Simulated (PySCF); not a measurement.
Electric field gradients and quadrupole coupling constants

Compound: C5H8F3OP.
Z-matrix (Å and degrees, PBE0-D3(BJ)/def2-SVP geometry), rows numbered from 1:
```
O 
P   1  1.4929
C   2  1.8435  1  118.27
C   3  1.5280  2  105.31  1  -109.17
C   4  1.5346  3  106.79  2   -38.01
C   5  1.5116  4  112.89  3   173.19
F   6  1.3368  5  111.14  4    59.29
F   6  1.3379  5  111.79  4   -60.69
F   6  1.3357  5  111.31  4   179.15
C   5  1.5286  4  107.19  3    48.71
H   2  1.4296  1  115.35  3   124.36
H   3  1.1019  2  109.12  1   131.13
H   3  1.0991  2  109.00  1    13.18
H   4  1.1022  3  109.93  2    79.63
H   4  1.0993  3  112.53  2  -160.80
H   5  1.1036  4  108.99  3   -69.98
H  10  1.0984  2  113.08  1   -97.71
H  10  1.1026  2  104.91  1    19.94
```

Field gradients from the PBE0/pcSseg-1 density (PySCF, non-relativistic), principal values in atomic units, ordered |Vxx| ≤ |Vyy| ≤ |Vzz|:

```csv
atom,Vxx,Vyy,Vzz
O1,-0.4773,-0.5244,1.0016
```

Task: Find the asymmetry η = (Vxx − Vyy)/Vzz and the couplings χ = eQV/h (234.96 MHz × Q in barn × V in au), with Q(17O) = −0.0256 b.

Result: 
```csv
atom,environment,nucleus,η,χzz (MHz),χxx (MHz),χyy (MHz)
O1,phosphoryl oxygen,17O,0.05,-6.02,2.87,3.15
```

The tensor is traceless: Vxx + Vyy + Vzz = 0.

Task: What is Vzz at O1 in SI units (1 au = 9.71736 × 10²¹ V/m²)?

Result: 1.0016 au = 9.733 × 10²¹ V/m².

Task: And the gradient at the other heavy atoms, for which no coupling is worked out here?

Result: 
```json
{"atom": "P2", "environment": "phosphoryl phosphorus", "Vzz (au)": "-0.354", "η": "0.29"}
{"atom": "C3", "environment": "sp3 carbon bound to phosphorus", "Vzz (au)": "-0.058", "η": "0.86"}
{"atom": "C4", "environment": "ring CH2 carbon", "Vzz (au)": "-0.104", "η": "0.97"}
{"atom": "C5", "environment": "sp3 CH carbon", "Vzz (au)": "0.079", "η": "0.90"}
{"atom": "C6", "environment": "CF3 carbon", "Vzz (au)": "-0.461", "η": "0.01"}
{"atom": "F7", "environment": "fluorine of a CF3 group", "Vzz (au)": "2.871", "η": "0.04"}
{"atom": "F8", "environment": "fluorine of a CF3 group", "Vzz (au)": "2.861", "η": "0.03"}
{"atom": "F9", "environment": "fluorine of a CF3 group", "Vzz (au)": "2.875", "η": "0.05"}
{"atom": "C10", "environment": "sp3 carbon bound to phosphorus", "Vzz (au)": "0.087", "η": "0.50"}
```

Task: What couplings would deuterons (Q(2H) = 0.00286 b) have in place of the hydrogens, at this geometry?

Result: 
| atom | bonded to | bond length (Å) | Vzz (au) | η | χzz (kHz) |
| --- | --- | --- | --- | --- | --- |
| H11 | P2 | 1.430 | 0.1547 | 0.00 | 104 |
| H12 | C3 | 1.102 | 0.2878 | 0.02 | 193 |
| H13 | C3 | 1.099 | 0.2919 | 0.02 | 196 |
| H14 | C4 | 1.102 | 0.2793 | 0.02 | 188 |
| H15 | C4 | 1.099 | 0.2887 | 0.02 | 194 |
| H16 | C5 | 1.104 | 0.2750 | 0.05 | 185 |
| H17 | C10 | 1.098 | 0.2942 | 0.02 | 198 |
| H18 | C10 | 1.103 | 0.2813 | 0.02 | 189 |

Geometry: PBE0-D3(BJ)/def2-SVP, one conformer, isolated molecule. These gradients aren't converged with respect to the basis.

The run behind these numbers computed NMR shieldings as well. Hardware: one thread of an AMD EPYC 9R45 (shared host). Cost: 24 s wall, 1.0 GiB resident at most.
